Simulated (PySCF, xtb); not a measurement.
CH₂Cl, SMILES [CH2]Cl (connectivity only; charge and spin as stated), charge +1, multiplicity 1.

GFN2-xTB in xtb 6.7.1 at its own geometry gives an orbital gap of 2.02 eV.

Geometry: PBE-D3(BJ)/def2-TZVP. The multiplicity is an assumed one; other spin states were not compared. The isomer is the one that the SMILES or the coordinates give; other isomers of the formula were not compared.

Task: What does M06-2X/def2-TZVPD in PySCF give? (The exact figures need the calculation; the answer reports its results.)

Result: gap 8.07 eV (levels -18.19 and -10.11 eV).
